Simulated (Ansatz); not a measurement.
`F[B]([AlH2])[SiH3]` + `[NH2][AlH2]` → `[AlH2][NH][AlH2]` + `FB[SiH3]`  (cleavage of the Al–B bond)

Program: Ansatz. Geometries: PBE0-D4/def2-TZVP. ΔE: electronic, gas phase. CCSD(T)/CBS is the MP2 limit (def2-TZVPP, def2-QZVPP) plus CCSD(T) − MP2 in def2-TZVPP, frozen cores. This one scheme is used for every species. Functionals use def2-TZVPP.

`F[B]([AlH2])[SiH3]`:

Cartesian coordinates in Å:
```
F -0.229 -2.134 -0.370
B -0.035 -0.853 -0.059
Al 1.154 -0.334 1.680
Si -0.880 0.572 -1.267
H 0.468 -0.146 3.105
H 2.715 -0.052 1.549
H 0.228 1.363 -1.879
H -1.769 0.069 -2.351
H -1.652 1.516 -0.406
```

`[NH2][AlH2]`:

Z-matrix (Å, degrees):
```
N
Al 1 1.766
H 1 1.007 2 124.9
H 1 1.007 2 124.9 3 180.0
H 2 1.583 1 117.9 3 -180.0
H 2 1.583 1 117.9 3 0.0
```

`[AlH2][NH][AlH2]`:

Cartesian coordinates in Å:
```
Al -0.109 0.021 1.619
N 0.252 -0.551 -0.033
Al -0.019 0.258 -1.602
H -0.767 1.452 1.774
H 0.240 -0.916 2.849
H 0.674 -1.471 -0.089
H 0.405 -0.490 -2.934
H -0.677 1.697 -1.583
```

`FB[SiH3]`:

```xyz
7

F    -1.919    1.036    0.198
B    -0.601    0.992    0.283
Si    0.425   -0.700   -0.193
H    -0.060    2.003    0.649
H     1.298   -1.077    0.954
H     1.311   -0.404   -1.354
H    -0.453   -1.850   -0.536
```

```
       level  ΔE (eV)
   revPBE-D4    -1.25
MP2/def2-SVP    -1.62
```

(1) What does CCSD(T)/CBS give? (Best estimate.)

Largest T1 diagnostic among the species: 0.015.

Results:

(1) Computed: -1.45 eV. The listed levels differ from it by 0.20, -0.17 eV.

At CCSD(T), def2-SVP lies −0.06 eV from the extrapolated value and def2-TZVPP −0.02 eV. Leaving LDA and LC-ωPBE aside and taking each functional with its dispersion term where it has one, the values, not all of them listed here, spread over 0.24 eV, from BHLYP-D4 to revPBE-D4. LDA lies −0.04 eV from PBE without D4.
